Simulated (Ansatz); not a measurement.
The cluster Ge2O4⁺, relaxed as a doublet with UKS PBE-D4/def2-SVP in Ansatz, starting from the GFN2-xTB geometry. Force threshold 0.02 eV/Å.

The structure holds 2 bonds between oxygen atoms, so isomers without such links may lie far lower. The relaxation made no stability test and no search for a lower SCF solution. Another isomer (doublet) lies 1.42 eV lower at PBE0-D4/def2-TZVP; other spin states weren't run for this one.

Start:

```xyz
6

Ge   -0.6846    0.5570   -1.7900
Ge    0.5154   -0.6816    1.8036
O    -0.8292    1.1960   -0.0570
O    -0.4206    0.7810    1.1559
O     0.5078   -0.7170   -1.1630
O     0.9112   -1.1353    0.0504
```

Problem. Estimate the energy that the relaxation releases and the steps that it takes.

Solution. 7.3 kcal/mol, in 15 steps; 18 s on 4 threads of Arm Neoverse V2 on a shared host. The force fell under the threshold at step 6, but the optimiser went on and released 0.063 eV more. No frequencies were taken in this run, so the end may be a saddle point.

Problem. Does the start keep its bonding and symmetry?

Solution. By distances, no bond broke or formed. The bond that changes most is Ge2–O4, from 1.85 to 1.92 Å (atoms count from 1). Point group C2v at the start, C2 at the end, both within 0.05 Å.

Problem. Predict the relaxed structure.

Solution. 
```xyz
6

Ge   -0.7556    0.4137   -1.7081
Ge    0.3525   -0.7137    1.7399
O    -1.0034    1.1172    0.0417
O    -0.1825    1.0280    1.1313
O     0.8148   -0.5585   -1.1805
O     0.7742   -1.2868   -0.0243
```
Bond lengths: 4 × Ge–O 1.90 to 1.92 Å; 2 × O–O 1.37 Å.
